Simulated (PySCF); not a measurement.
Precursor series metal swap MX4 NH2. Isolated molecules, 0 K electronic values unless said otherwise. One relaxed conformer stands for each flexible species; it need not be the lowest.

The LUMO from two functionals at the same geometries (BP86-D3(BJ)/def2-SVP), both in PySCF: PBE-D3(BJ)/def2-TZVP and TPSSh-D3(BJ)/def2-TZVP. 

| species | PBE-D3(BJ)/def2-TZVP (eV) |
|---|---|
| M = Ti | -1.71 |
| M = Zr | -0.85 |
| M = Mo, oxo | -2.85 |
| M = W, dioxo ([W(=O)2(NH2)2]) | -2.26 |

**Question.** What does TPSSh-D3(BJ)/def2-TZVP give for each?

**Answer.** 
- M = Ti: -1.23
- M = Zr: -0.36
- M = Mo, oxo: -2.50
- M = W, dioxo ([W(=O)2(NH2)2]): -1.86
Over these rows, drawn at random from the members with no instability flagged (it was tested for open shells, ions and some series alone), PBE minus TPSSh-D3(BJ): mean -0.43 eV, from -0.49 eV to -0.34 eV.
